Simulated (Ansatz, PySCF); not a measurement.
Reaction (SMILES): C[SiH2]O[SiH3] + H+ → C[SiH2][OH+][SiH3]
Geometries: B3LYP-D3(BJ)/def2-TZVP minima from Ansatz (a quantum-chemistry and plane-wave program), one conformer each, not searched for the lowest.
Geometry of the first species:
```
O
Si 1 1.6350
Si 1 1.6426 2 147.99
H 2 1.4788 1 108.37 3 -180.00
H 2 1.4822 4 109.45 1 -120.37
H 2 1.4822 4 109.45 5 -119.26
H 3 1.4842 1 109.05 2 59.08
H 3 1.4842 7 108.37 1 118.59
C 3 1.8611 7 110.64 8 121.47
H 9 1.0916 3 110.92 7 -179.92
H 9 1.0916 10 108.21 3 121.88
H 9 1.0927 10 108.11 11 116.87
```

Property: proton affinity (0 K, with B3LYP-D3(BJ) harmonic zero-point energies from PySCF), positive where the reaction releases energy, in kcal/mol. Cores are frozen in the correlated levels unless marked. No spin-orbit coupling. No relativistic terms. CBS(X,Y): correlation extrapolated as X^-3; Hartree-Fock from the larger set.

```csv
level,program,proton affinity (kcal/mol)
HF/cc-pV(T+d)Z,Ansatz,185.4
BLYP/def2-TZVPD,Ansatz,184.1
```

### Question
Predict the CCSD(T)/CBS(cc-pV(T+d)Z,cc-pV(Q+d)Z) result (Ansatz).

### Answer
183.9 kcal/mol
